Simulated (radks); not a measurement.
All-electron atom: Co XVII in [Ne] 3s1. Calculated with a radial shooting solver on a logarithmic mesh with Libxc functionals: scalar-relativistic Kohn-Sham, PBE, spin-unpolarised, spherical densities, point nucleus. Some entries of the table are withheld. Estimate them.

orbital  occ.  eigenvalue (Ry)  <r> (bohr)  <1/r> (bohr^-1)
1s          2        -599.2980     0.05616            27.04
2s          2        -105.1008      0.2517            5.899
2p          6              (1)         (2)            5.786
3s          1        -38.96775      0.6391              (3)
3p          0        -36.19686      0.6289            2.206
4s          0              (4)         (5)            1.210

Answer. 
(1) 2p eigenvalue (Ry): -95.97708
(2) 2p <r> (bohr): 0.2208
(3) 3s <1/r> (bohr^-1): 2.277
(4) 4s eigenvalue (Ry): -20.15747
(5) 4s <r> (bohr): 1.207
